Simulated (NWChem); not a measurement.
## Total energies of boron monoxide dimer (B2O2)

SMILES: O=BB=O
```xyz
4

O      0.0000     0.0000    -2.0254
B      0.0000     0.0000    -0.8262
B      0.0000     0.0000     0.8262
O      0.0000     0.0000     2.0254
```
Charge 0, spin multiplicity 1.

Everything below was run with NWChem. The geometry was optimised at PBE0/def2-SVP, a minimum by its harmonic frequencies. It is one conformer; others weren't searched.

Basis set: cc-pVDZ (56 functions).

```json
[
 {"method": "RHF", "total energy (Ha)": "-199.20084"},
 {"method": "MP2", "total energy (Ha)": "-199.72271"},
 {"method": "B2PLYP", "total energy (Ha)": "-200.08540"},
 {"method": "PBE", "total energy (Ha)": "-200.02039"},
 {"method": "B3LYP", "total energy (Ha)": "-200.25833"},
 {"method": "TPSS", "total energy (Ha)": "-200.28289"},
 {"method": "CCSD(T)", "total energy (Ha)": "-199.74572"}
]
```

Total energies of different functionals aren't comparable as a measure of quality: only differences taken within one method are. 

The correlated methods keep 4 core orbitals frozen. B3LYP has NWChem's definition, with VWN1-RPA local correlation. No row is a measurement; the coupled-cluster row has its own basis-set and correlation limits.
